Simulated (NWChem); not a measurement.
Species: CH5BS; SMILES CBS

```xyz
8

B     -0.6077    -0.4858     0.0000
H     -1.8226    -0.5486     0.0000
C      0.2850    -1.7745     0.0000
H      0.0279    -2.4010    -0.8826
H      0.0279    -2.4010     0.8826
H      1.3789    -1.5998     0.0000
S      0.1673     1.1330     0.0000
H     -0.9603     1.8986     0.0000
```
Atoms are numbered in this order, from 1.

Geometry: optimised at PBE-D3(BJ)/def2-SVP.

Symmetry labels are those of Cs in the frame above (b1 and b2, or b-type labels, depend on it).

Question: List the 6 lowest vertical singlet excitations and the 6 lowest triplet ones from B3LYP/def2-SVP, TDA (NWChem).

Answer: 
```
state  energy (eV)  oscillator strength  symmetry  leading excitation (squared amplitude)
-----  -----------  -------------------  --------  --------------------------------------
S1            6.34                0.000        a"                    HOMO−1 → LUMO (0.99)
S2            6.74                0.229        a'                      HOMO → LUMO (0.91)
S3            6.93                0.000        a"                    HOMO → LUMO+1 (0.73)
S4            7.11                0.001        a"                    HOMO−2 → LUMO (0.72)
S5            8.06                0.035        a'                  HOMO−1 → LUMO+1 (0.96)
S6            8.41                0.014        a"                    HOMO−3 → LUMO (0.98)
T1            4.95       spin-forbidden        a'                      HOMO → LUMO (0.99)
T2            5.77       spin-forbidden        a"                    HOMO−1 → LUMO (0.98)
T3            6.40       spin-forbidden        a"                    HOMO → LUMO+1 (0.85)
T4            6.52       spin-forbidden        a"                    HOMO−2 → LUMO (0.86)
T5            7.21       spin-forbidden        a'                  HOMO−1 → LUMO+1 (0.91)
T6            8.06       spin-forbidden        a"                    HOMO−3 → LUMO (0.95)
```
